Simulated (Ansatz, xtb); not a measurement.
## Two isomers of C4H4F3N

Structure X: `NCC#CC(F)(F)F`, a singlet. Structure Y: `C#C[C@@H](N)C(F)(F)F`, a singlet. Both are isolated molecules in the gas phase, relaxed with B3LYP-D3(BJ)/def2-SVP; the shapes shown needn't be the lowest conformers.

X (Å):

```xyz
12

C    -1.9280    1.3625    0.8435
C    -1.0581    1.3934   -0.3427
C    -0.3274    1.3609   -1.3077
C     0.5538    1.3318   -2.4766
F    -0.1200    1.5988   -3.6071
F     1.5395    2.2377   -2.3721
F     1.1282    0.1261   -2.6248
N    -1.9578    0.0970    1.5658
H    -1.0180   -0.1534    1.8742
H    -2.2648   -0.6535    0.9466
H    -2.9538    1.6256    0.5332
H    -1.6106    2.1643    1.5322
```

Y (Å):

```xyz
12

C    -1.3931    0.0214    1.7818
C    -1.3597    0.5699    0.7049
C    -1.2970    1.2381   -0.5993
C    -0.2931    0.5212   -1.5218
F    -0.2955    1.1092   -2.7346
F    -0.5968   -0.7698   -1.6944
F     0.9575    0.5981   -1.0426
N    -1.0169    2.6551   -0.4561
H    -1.4284   -0.4653    2.7384
H    -2.2751    1.1201   -1.0998
H    -0.1080    2.7890   -0.0128
H    -0.9843    3.1000   -1.3727
```

Q: Estimate which is lower in electronic energy at CCSD(T)/def2-SVP + ΔMP2/def2-TZVPP, and by roughly how much.

A: The CCSD(T)/def2-SVP + ΔMP2/def2-TZVPP calculation puts structure Y lower, by 0.193 eV.

The same difference at several levels:

| level | geometry | E(Y) − E(X) (eV) | departure from the last row (eV) | job, with rough time for the two |
| --- | --- | --- | --- | --- |
| GFN2-xTB | GFN2-xTB | +0.035 | +0.228 | optimisation, 0.11 s |
| HF/STO-3G | GFN2-xTB | +0.069 | +0.262 | single point, 0.46 s |
| r2SCAN-D4/def2-SVP | GFN2-xTB | −0.106 | +0.087 | single point, 6 s |
| B3LYP-D3(BJ)/def2-SVP | B3LYP-D3(BJ)/def2-SVP | −0.117 | +0.076 | optimisation, 59 s |
| HF/def2-SVP | B3LYP-D3(BJ)/def2-SVP | −0.156 | +0.037 | part of the CCSD(T) run |
| MP2/def2-SVP | B3LYP-D3(BJ)/def2-SVP | −0.183 | +0.010 | part of the CCSD(T) run |
| CCSD(T)/def2-SVP | B3LYP-D3(BJ)/def2-SVP | −0.198 | −0.005 | single point |
| CCSD(T)/def2-SVP + ΔMP2/def2-TZVPP | B3LYP-D3(BJ)/def2-SVP | −0.193 |  | single point, 2.3 min |

As drawn, both hold the same kinds of bond in the same numbers.

GFN2-xTB, HF/STO-3G put the two in the other order. The largest departure from CCSD(T)/def2-SVP + ΔMP2/def2-TZVPP is that of HF/STO-3G, 0.262 eV. A small imaginary or near-zero mode remains, so no thermal terms are given. The last row adds to CCSD(T) the change of the MP2 difference between the two basis sets, here +0.005 eV.

The correlated steps freeze 8 core orbitals. Programs: Ansatz 0.2.0, xtb 6.7.1; the last row on 2 threads of Arm Neoverse V2 on a shared host.
